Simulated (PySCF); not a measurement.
**Electron correlation in Bi (bismuth, neutral)**

[Xe] 4f14 5d10 6s2 6p3, high-spin 4S determinant. All numbers are calculated (PySCF 2.14, the spin-free X2C one-electron Hamiltonian (Gaussian nucleus), in x2c-TZVPPall). Frozen: [Xe] 4f14 5d10; 5 electrons correlated.

```csv
level,correlation energy (mhartree)
CCSD,-59.58
(T),-1.61
CCSD(T),-61.19
```

Diagnostics: T1 = 0.0045, D1 = 0.0104, largest double amplitude 0.046.

Task: Is a single reference adequate?

Result: Yes, within this model without spin-orbit coupling: T1 lies below 0.03 and no double amplitude reaches 0.07.

Spin-orbit coupling is strong in this species, so the high-spin LS determinant is a model state.
